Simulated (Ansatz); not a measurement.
Ru₂H₄⁺, relaxed as a doublet with UKS PBE-D4/def2-TZVP in Ansatz, starting from the GFN2-xTB geometry. Force threshold 0.02 eV/Å.

In the def2 sets Ru takes a core potential; there is no spin–orbit coupling. The charge 1 doublet is spin-contaminated (final ⟨S²⟩ up to 1.13, 0.75 for a pure state). At PBE-D4/def2-TZVP a quartet of charge 1 lies 0.09 eV below the doublet, each at its own geometry. The structure comes from a short search, and lower isomers may exist.

Start:

```xyz
6

Ru    1.048   -0.167   -0.427
Ru   -1.094    0.174    0.417
H    -1.466   -0.381   -0.959
H     0.915    1.274   -0.922
H     1.546    0.345    0.924
H    -0.948   -1.245    0.967
```

**Question.** Estimate the energy that the relaxation releases and the steps that it takes.

**Answer.** 8.5 kcal/mol, in 8 steps; 27 s on 4 threads of Arm Neoverse V2 on a shared host. No frequencies were taken in this run, so the end may be a saddle point.

**Question.** Does the start keep its bonding?

**Answer.** By distances, no bond broke or formed. The bond that changes most is Ru1–Ru2, from 2.33 to 2.17 Å (atoms count from 1).

**Question.** Predict the relaxed structure.

**Answer.** 
```xyz
6

Ru    0.9898   -0.1901   -0.4057
Ru   -0.9928    0.1954    0.3951
H    -1.6056   -0.5212   -0.8501
H     1.0806    1.3128   -0.8226
H     1.6042    0.5053    0.8512
H    -1.0761   -1.3022    0.8322
```
Bond lengths (bridged metal pairs left out): 1 × Ru–Ru 2.17 Å; 4 × H–Ru 1.56 Å.
